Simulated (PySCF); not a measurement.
C₃H₇BFN. Atoms are numbered in the order given.

```xyz
13

C     -0.4769    -2.3925     0.0000
B      0.0519    -0.8958     0.0000
N      1.4266    -0.6207     0.0000
C     -1.0010     0.2856     0.0000
C     -0.7418     1.5917     0.0000
F      0.5119     2.0874     0.0000
H     -1.1165    -2.5711     0.8821
H     -1.1165    -2.5711    -0.8821
H      0.3228    -3.1507     0.0000
H      1.7995     0.3199     0.0000
H      2.1254    -1.3528     0.0000
H     -2.0716     0.0499     0.0000
H     -1.4777     2.4043     0.0000
```
Charge 0, spin multiplicity 1.

Geometry: ωB97X-D3(BJ)/def2-SVP. The structure was generated by enumeration; whether it is a known compound was not checked. One conformer was computed; it need not be the lowest.

All values below come from PBE/def2-TZVP (PySCF).

The molecule is in vacuum.

Computed frontier levels, gap, dipole moment and polarisability:
* **highest occupied level**: -6.12 eV
* **lowest empty level**: -1.51 eV
* **orbital gap**: 4.62 eV
* **dipole moment**: 0.23 D
* **quadrupole, principal values (traceless, Buckingham form, about the centre of nuclear charge)**: -4.95, -3.79, 8.74 D·Å
* **mean static polarisability**: 61.4 bohr³ (9.10 Å³)
* **polarisability, principal values**: 43.2, 64.1, 77.0 bohr³
